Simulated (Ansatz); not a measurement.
`[GeH3][SbH2]` + NH₃ → `[NH2][SbH2]` + GeH₄ at 400 K and 1 bar (cleavage of the Sb–Ge bond).

Calculated with Ansatz (gas phase, PBE0-D4/def2-TZVP geometries, no zero-point term in ΔE). CBS: MP2 limit from def2 TZ/QZ plus the TZ coupled-cluster correction, frozen cores. This one scheme is used for every species. Elements past krypton have def2 core potentials. For Ge, Sb outer-core shells are correlated without core-valence functions, which leaves a few kJ/mol of doubt a bond. Scalar relativity is left out up to krypton.

```tsv
species	CCSD(T)/CBS energy (Eh)	H − E (kJ/mol)	S (J/(mol·K))
`[GeH3][SbH2]`	-2319.11871	121.3	344.6
NH₃	-56.50880	104.2	203.1
`[NH2][SbH2]`	-297.10356	122.5	298.1
GeH₄	-2078.49493	93.6	231.8
```

H − E and S are ideal-gas, rigid-rotor, harmonic terms from PBE0-D4/def2-TZVP, for one conformer and one mirror image of each species. 1 Eh = 2625.50 kJ/mol, R = 8.31446 J/(mol·K).

Q: By hand: ΔE, ΔH, ΔS and ΔG.

A: ΔE = (-297.10356) + (-2078.49493) − (-2319.11871) − (-56.50880) = 0.02902 Eh = 76.2 kJ/mol. Δ(H − E) = 122.5 + 93.6 − 121.3 − 104.2 = -9.4, so ΔH = 66.8 kJ/mol. ΔS = 298.1 + 231.8 − 344.6 − 203.1 = -17.8 J/(mol·K). ΔG = 66.8 − 400 × (-17.8)/1000 = 73.9 kJ/mol.

Q: By hand: the equilibrium constant, and the temperature at which ΔG would vanish if ΔH and ΔS stayed fixed.

A: log₁₀ K = −ΔG/(RT ln 10) = -9.7. ΔH and −TΔS have one sign here, so there is no such temperature.

ΔH outweighs TΔS. A doubt of 5 kJ/mol in ΔE shifts log₁₀ K by 0.7 here. Other conformers and mirror images would add mixing entropy, several J/(mol·K) or more a flexible species. These are equilibria of isolated gas molecules and say nothing of rates. Largest T1 diagnostic: 0.013 (customary marks: 0.02 for closed shells, 0.045 for open ones).
